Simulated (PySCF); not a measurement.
**Adding and removing an electron: SnBi**

PBE0; basis Sn def2-SVP with ECP28, Bi def2-SVP with ECP60; scalar-relativistic core potentials; PySCF 2.14. Neutral (UKS): doublet (π ↑), Re = 2.709 Å, ωe = 190 cm⁻¹, De = 2.10 eV, HOMO -5.37 eV, LUMO -3.82 eV.

SnBi⁺ (UKS): triplet (π ↑↑), Re = 2.869 Å, ωe = 166 cm⁻¹. The energies at the minima are -428.94497 hartree for SnBi and -428.68314 for SnBi⁺.

Question: Work out the adiabatic ionisation energy, without and with harmonic zero-point energies (1 hartree = 27.2114 eV, 1 eV = 8065.5 cm⁻¹), and the change of the bond length.

Answer: At PBE0: 0.26183 hartree = 7.125 eV between the minima; the zero-point term (166.0 − 190.0)/2 cm⁻¹ = -0.001 eV makes it 7.123 eV. Re changes by +16.0 pm against the neutral. The electron leaves a π orbital, and the longer bond of the ion fits a bonding orbital, or a change in how ionic the bond is.

Spin–orbit coupling is left out, which matters for elements this heavy, above all for dissociation energies. States were picked by a PBE0 search and need not be the measured ground states.
